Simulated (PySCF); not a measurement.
**How methods differ on the ionisation energy of Cl¹³⁺**

Cl¹³⁺ [He] 2s2 (1S) → Cl¹⁴⁺ [He] 2s1 (2S), as a difference of total energies. Calculation: PySCF 2.14, in an uncontracted even-tempered set (19 s from 2.1 bohr⁻², ratio 2.2; 9 p from 3.4 bohr⁻², ratio 2.4; 6 d from 10 bohr⁻², ratio 2.4; 5 f from 15 bohr⁻², ratio 2.4; 4 g from 23 bohr⁻², ratio 2.4); scalar relativity by spin-free X2C-1e. Correlated levels: nothing frozen; virtual orbitals above 40 to 60 times the deepest correlated orbital energy dropped. The calculations carry no spin-orbit coupling.

```
                 method  ionisation energy (eV)
                    UHF                  745.04
                    LDA                  745.57
                    PBE                  747.54
                   PBE0                  747.25
                 r2SCAN                  745.49
                   BLYP                  747.26
                r2SCAN0                  745.74
    MP2 (all electrons)                  748.33
SCS-MP2 (all electrons)                  748.95
```

How much does correlation contribute at MP2 (all electrons)?

748.33 − (745.04) = 3.29 eV, measured against UHF.

For comparison: 750.23 ± 0.19 eV (semi-empirical (NIST evaluation); NIST Atomic Spectra Database, ionization energies).
